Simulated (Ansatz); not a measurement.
Zr2Cl8⁻, that is Zr2(Cl)8 with one electron more. The state is a doublet with charge -1. Geometry r2SCAN-D4/def2-SVP; atoms count from 1.

| atom | x (Å) | y (Å) | z (Å) |
| --- | --- | --- | --- |
| Zr1 | -0.566 | -1.296 | 0.464 |
| Cl2 | -0.850 | -2.001 | 2.727 |
| Cl3 | -2.796 | -0.768 | -0.209 |
| Cl4 | -0.212 | -3.444 | -0.517 |
| Cl5 | 1.899 | -0.656 | 0.662 |
| Zr6 | 0.678 | 1.434 | -0.504 |
| Cl7 | 0.131 | -0.270 | -2.171 |
| Cl8 | 2.871 | 2.405 | -0.494 |
| Cl9 | -0.550 | 3.202 | -1.535 |
| Cl10 | -0.606 | 1.394 | 1.577 |

In the def2 sets Zr takes a core potential; there is no spin–orbit coupling.

Question: Estimate the Mulliken populations from the PBE0/def2-TZVP orbitals of Ansatz.

Answer: 
```csv
atom,charge (e),spin (α − β),d electrons
Zr1,1.07,0.44,2.04
Cl2,-0.42,0.01,–
Cl3,-0.39,-0.01,–
Cl4,-0.42,0.01,–
Cl5,-0.36,0.00,–
Zr6,1.08,0.52,2.07
Cl7,-0.35,0.01,–
Cl8,-0.44,0.01,–
Cl9,-0.42,0.00,–
Cl10,-0.35,0.01,–
```
Mulliken values depend strongly on the basis.

Question: Where does the spin sit?

Answer: Summed by element: Zr 0.95, Cl 0.05, of 1 unpaired in all. Largest on single atoms: Zr6 0.52, Zr1 0.44, Cl8 0.01.

Question: And the Mayer bond orders between heavy atoms (over 0.3)?

Answer: Zr1–Cl2 1.00 (2.39 Å); Zr1–Cl3 1.04 (2.39 Å); Zr1–Cl4 1.00 (2.39 Å); Zr1–Cl5 0.59 (2.55 Å); Zr1–Zr6 0.45 (3.15 Å); Cl5–Zr6 0.46 (2.69 Å); Zr6–Cl7 0.81 (2.45 Å); Zr6–Cl8 0.96 (2.40 Å); Zr6–Cl9 1.00 (2.39 Å); Zr6–Cl10 0.81 (2.45 Å).
